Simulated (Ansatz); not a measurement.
`[AlH2][S]BS` + H₂ → `BS` + `[AlH2][SH]`  (hydrogenolysis of a B–S bond)

Program: Ansatz. Geometries: PBE0-D4/def2-TZVP. ΔE: electronic, gas phase. CCSD(T)/CBS adds triple-zeta CCSD(T) − MP2 to the extrapolated MP2 energy (def2 sets, frozen cores). This one scheme is used for every species. Functionals use def2-TZVPP. B3LYP here is the variant with VWN-RPA as its local correlation; programs differ in this. One conformer a species, not always the lowest.

```tsv
level	ΔE (eV)
BHLYP-D4	0.33
ωB97X-V	0.33
PBE-QIDH	0.40
r2SCAN	0.43
B3LYP	0.24
BHLYP	0.19
HF/def2-TZVPP	0.03
CCSD/CBS(def2)	0.32
```

Q: What does CCSD(T)/CBS give? (Best estimate.)

A: Computed: +0.40 eV. The listed levels differ from it by -0.07, -0.07, 0.00, 0.03, -0.16, -0.21, -0.37, -0.08 eV.

Largest T1 diagnostic among the species: 0.015.

Leaving LDA and LC-ωPBE aside and taking each functional with its dispersion term where it has one, the values, not all of them listed here, spread over 0.23 eV, from CAM-B3LYP-D4 to revPBE-D4. LDA lies +0.11 eV from PBE without D4. From BLYP to BHLYP (50 % exact exchange), in def2-TZVPP and without D4, ΔE moves by −0.06 eV.
